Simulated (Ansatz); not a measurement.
CHNOSi, SMILES `N#C[Si]O` (lower singlet) (charge 0, multiplicity 1). This singlet lies 2.01 eV below the relaxed triplet at the level B3LYP/cc-pVTZ // PBE0-D3(BJ)/def2-TZVP (Ansatz, a program for electronic structure).

Calculation: r2SCAN/cc-pVTZ // PBE0-D3(BJ)/def2-TZVP in Ansatz.

Ansatz 0.2 input:
```yaml
crystal:
  periodic: [false, false, false]
  atoms:
    - { symbol: N, position_ang: [2.109962, -0.575698, 0.12759] }
    - { symbol: C, position_ang: [1.143006, 0.035634, -0.035865] }
    - { symbol: Si, position_ang: [-0.354712, 1.19263, -0.352485] }
    - { symbol: O, position_ang: [-1.547145, 0.124809, -0.003723] }
    - { symbol: H, position_ang: [-1.35111, -0.777378, 0.264483] }
basis:
  gaussian: { orbitals: cc-pVTZ }
hamiltonian:
  xc: r2scan
```

Output:

```
Functional definition: r2SCAN
841 factors; their error is unknown
mean field evaluation 1: about -12457.2699 eV, gradient 7.1e1 eV
mean field evaluation 2: about -12415.0940 eV, gradient 1.5e2 eV
mean field evaluation 4: about -12465.6198 eV, gradient 1.8e1 eV
mean field evaluation 8: about -12466.2663 eV, gradient 4.7e-2 eV
mean field evaluation 16: about -12466.2347 eV, gradient 7.1e-5 eV
mean field -12466.23473399 eV, -458.1256765569 hartree, gradient 7.1e-5 eV, S^2 0.000000; 0 other end points of the search recorded, 0 dependent functions left out
reference -12466.23474214 eV, -458.1256768563 hartree; 18, 18 occupied and 120, 120 virtual orbitals, 841 factors
Total energy: -12466.23474214 eV, -458.1256768563 hartree
```
